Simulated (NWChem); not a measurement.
C$_{3}$H$_{5}$Cl; SMILES C=C(C)Cl

Results from NWChem. Coordinates come from a PBE0/def2-SVP optimisation. Ions are spin-unrestricted doublets at the neutral geometry; other ion states weren't tried.

For level PBE0/def2-SVP:

- −ε(HOMO) (eV) = 7.18

Problem. Estimate the same quantities for level PBE/def2-SVP.

Solution. The −ε(HOMO) (eV) comes out as 5.95.
